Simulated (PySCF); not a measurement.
## Calculated data, CH₃BFSi

Calculation on a computer-drawn molecule: optimised geometry and harmonic frequencies of an isolated molecule of the commonest isotopes, restricted reference for singlets and unrestricted otherwise, frozen core in MP2. Program: PySCF 2.14.0.

```yaml
- formula: CH3BFSi
  start_structure:
    atoms_angstrom:
      - [B, -0.046, 0.4618, -1.6991]
      - [C, -0.9455, -0.2672, -1.012]
      - [Si, -0.69, -2.1307, -0.8324]
      - [F, -0.775, -2.4894, 0.7478]
      - [H, 0.8438, 0.9663, -2.3336]
      - [H, -1.8263, 0.0927, -0.5087]
      - [H, 0.5628, -2.8025, -1.2421]
  given:
    charge: 0
    multiplicity: 2
    method: HF
    basis: "cc-pV(D+d)Z"
    drawn_bonds_atom: [1, 2, 3, 1, 2, 3]
    drawn_bonds_other_atom: [2, 3, 4, 5, 6, 7]
    drawn_bonds_order: [2, 1, 1, 1, 1, 1]
  results:
    spin_squared: null
```

Questions
1. Estimate the spin squared of CH₃BFSi.

Answers
1. 0.7665

Further results for CH₃BFSi:

- rotational constants: 18.35, 3.526, 3.364 GHz
- total energy: -452.6493 hartree
- convergence status largest gradient component: 1.323e-05 hartree/bohr

Optimised structure:
```xyz
7
CH3BFSi
B      0.0027     0.3220    -1.6641
C     -1.0231    -0.3024    -0.9829
Si    -0.7417    -2.1048    -0.7633
F     -0.6348    -2.5221     0.8033
H      0.9166     0.7751    -2.2480
H     -1.9327     0.1586    -0.6182
H      0.5368    -2.4953    -1.4069
```

Modes:
```
frequency (cm⁻¹)  reduced mass (dalton)
           108.2                  3.443
           177.3                  3.229
           278.4                  4.099
             618                  1.446
           675.3                  1.273
           727.6                  2.673
           759.5                  1.287
           835.1                  1.509
           888.2                  3.738
           919.1                  1.424
            1043                  1.324
            1537                  5.626
            2278                  1.042
            2946                  1.132
            3358                  1.093
```
